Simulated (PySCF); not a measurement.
## Spinor energies of Gd²⁹⁺ (gadolinium, charge +29)

Start: [Ar] 3d10 4s2 4p5; 4p1/2 filled at m_j = -1/2, +1/2; 4p3/2 filled at m_j = -1/2, +1/2, +3/2. Calculated with PySCF 2.14 in an uncontracted even-tempered set (17 s from 2.6 bohr⁻², ratio 2.8; 14 p from 3.4 bohr⁻², ratio 2.8; 8 d from 6 bohr⁻², ratio 2.8; 4 f from 18 bohr⁻², ratio 3): generalised Hartree-Fock with the X2C-1e Hamiltonian and a Gaussian nucleus; one run each with spin-orbit coupling (SO) switched off, then screened by Boettger's factors.

```tsv
spinor shell	electrons	ε, spin-free (eV)	ε, screened SO (eV)	weight of nominal j (screened SO)	rms radius, screened SO (bohr)
1s1/2	2	-51537.2	-51527.1	1.000	0.0249
2s1/2	2	-9493.1	-9489.6	1.000	0.101
2p1/2	2	-8558.2	-9049.1	1.000	0.0863
2p3/2	4	-8558.2	-8347.0	1.000	0.0927
3s1/2	2	-2918.8	-2917.3	1.000	0.257
3p1/2	2	-2621.8	-2727.2	1.000	0.249
3p3/2	4	-2621.8	-2575.2	1.000	0.261
3d3/2	4	-2234.9	-2253.6	1.000	0.233
3d5/2	6	-2234.9	-2220.6	1.000	0.237
4s1/2	2	-1266.5	-1265.9	1.000	0.547
4p1/2	2	-1154.4	-1184.5	0.998	0.552
4p3/2	3	-1154.4	-1140.8	0.999	0.575
```

```csv
quantity,spin-free,screened SO
E (hartree),-10837.22077,-10845.07473
M_J,3/2,3/2
⟨J²⟩,3.751,3.751
⟨L²⟩,2.001,2.039
⟨S²⟩,0.750,0.789
```

Each row is a mean over spinors that exchange with the open shell spreads, by up to 10.256 eV (4s1/2).

Breit and QED terms are absent; they matter most for the inner s and p1/2 levels.

Densities and radii are taken from the X2C orbitals without a picture-change correction, which distorts them close to the nucleus.

Without spin-orbit coupling the j labels of p, d and f shells carry no meaning; the spin-free column gives the mean over the occupied spinors of each nl shell.
